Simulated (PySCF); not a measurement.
CH₄Ge, neutral, multiplicity 1. Atoms are numbered in the order given.

```xyz
6

Ge     0.0523    -0.4492     0.0000
H     -1.5349    -0.5914     0.0000
C     -0.0023     1.5351     0.0000
H      0.9911     1.9846     0.0000
H     -0.5575     1.8854     0.8771
H     -0.5575     1.8854    -0.8771
```
Charge 0, spin multiplicity 1.

Geometry: ωB97X-D3(BJ)/def2-TZVP.

Calculation: B3LYP/def2-TZVPD (PySCF).

Isolated molecule, no solvent.

Computed frontier levels, gap, dipole moment and polarisability:
```
Quantity                                                                                                        Value
---------------------------------------------------------------------------------------------  ----------------------
highest occupied level                                                                                       -6.24 eV
lowest empty level                                                                                           -2.83 eV
orbital gap                                                                                                   3.41 eV
dipole moment                                                                                                  0.74 D
quadrupole, principal values (traceless, Buckingham form, about the centre of nuclear charge)  -3.38, -1.58, 4.96 D·Å
mean static polarisability                                                                       50.8 bohr³ (7.53 Å³)
polarisability, principal values                                                               41.2, 50.8, 60.4 bohr³
```
